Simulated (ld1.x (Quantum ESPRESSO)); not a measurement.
# What the settings do to the ultrasoft potential of Sb (Z = 51)

Base potential:

```
Element                 : antimony
Generator               : ld1.x (Quantum ESPRESSO) 7.5
Type                    : ultrasoft
Functional              : LDA (PZ)
Relativity              : fully relativistic
Frozen core             : [Kr] 4d10
Valence charge          : 5
Reference configuration : 5s2 5p3
Partial waves           : 5s (bound): rcut 2.00, rcutus 2.25 bohr; 5s channel at 0.25 Ry: rcut 2.00, rcutus 2.25 bohr; 5p (bound): rcut 2.25, rcutus 2.45 bohr; 5p channel at 0.05 Ry: rcut 2.25, rcutus 2.45 bohr
Local potential         : all-electron potential smoothed inside 2.15 bohr (lloc = -1)
Core correction         : Bessel-smoothed model core inside 1.45 bohr
Augmentation charge     : PSQ, radius 1.80 bohr
```

Open shells are filled in proportion to 2j + 1 (rel_dist='average').

Cutoffs, loose and tight: the cutoffs (Ry, on a coarse ladder) from which the occupation-weighted sum of valence levels, in a spherical-Bessel basis at the reference potential, stays within 10 and 1 mRy of its value at 400 Ry. They do not see the model core or the augmentation charge, which bear on the density cutoff. Test errors are all-electron minus pseudo excitation energies from the reference, over the configurations 5s2 5p2; 5s2 5p1; 5s2 5p0; 5s1 5p4; 5s1 5p3; 5s2 5p2.5; 5s2 5p3.3. A dash means not determined; rows that change the core or the reference have their own tests.

A true bound ghost makes a file unfit for plane-wave use even where its test errors are small: the radial tests pick states by their node count and pass the ghost by.

Cutoffs are not given where the Bessel-basis levels miss the radial ones by over 6 mRy, ghosts where they miss by over 20 mRy; a channel whose overlap is not positive is not tested.

```csv
change,outcome,"cutoff, loose","cutoff, tight",bound ghosts,largest test error (meV)
base,generated,6 Ry,12 Ry,none,-199
"core [Kr], valence charge 15; reference 4d10 5s1.5 5p3.5; waves now 5s (bound): rcut 2.00, rcutus 2.20 bohr; 5s channel at 0.25 Ry: rcut 2.00, rcutus 2.20 bohr; 5p (bound): rcut 1.65, rcutus 2.05 bohr; 5p channel at 0.05 Ry: rcut 1.65, rcutus 2.05 bohr; 4d (bound): rcut 0.75, rcutus 1.00 bohr; 4d channel at -1.45 Ry: rcut 0.75, rcutus 1.00 bohr; local potential all-electron potential smoothed inside 1.20 bohr (lloc = -1); core correction none; augmentation PSQ, radius 0.70 bohr",generated,120 Ry,260 Ry,"s, p3/2, p1/2",+43 over the solved tests; test run stopped at test 4 of 7 (negative rho)
local potential all-electron potential smoothed inside 1.38 bohr (lloc = -1),generated,6 Ry,15 Ry,"s, d",-203
local potential all-electron potential smoothed inside 2.00 bohr (lloc = -1),generated,6 Ry,12 Ry,none,-198
"all radii but the core radius scaled by about 0.93 (s 2.08, p 2.28 bohr, rcut 1.86/2.08); local potential all-electron potential smoothed inside 2.00 bohr (lloc = -1); augmentation PSQ, radius 1.66 bohr",generated,6 Ry,12 Ry,none,-219
"wave 5p channel at 0.05 Ry: rcut 2.25, rcutus 2.45 bohr becomes 5p channel at -0.08 Ry: rcut 2.25, rcutus 2.45 bohr",generated,6 Ry,12 Ry,none,-199
"augmentation PSQ, inside the norm-conserving radii",generated,6 Ry,12 Ry,none,-196
"waves 5s (bound): rcut 2.00, rcutus 3.28 bohr; 5s channel at 0.25 Ry: rcut 2.00, rcutus 3.28 bohr",generated,6 Ry,10 Ry,none,-171
"waves 5p (bound): rcut 2.25, rcutus 2.46 bohr; 5p channel at 0.05 Ry: rcut 2.25, rcutus 2.46 bohr",generated,6 Ry,12 Ry,none,-199
core correction Bessel-smoothed model core inside 1.94 bohr,generated,6 Ry,12 Ry,none,-192
scalar-relativistic,generated,6 Ry,12 Ry,none,-210
```

(1) What comes out with this change to the base: type PAW; local potential all-electron potential smoothed inside 2.25 bohr (lloc = -1); augmentation PSQ, inside the norm-conserving radii?

## Answers

(1) outcome: generated; bound ghosts: not determined; largest test error (meV): -183.
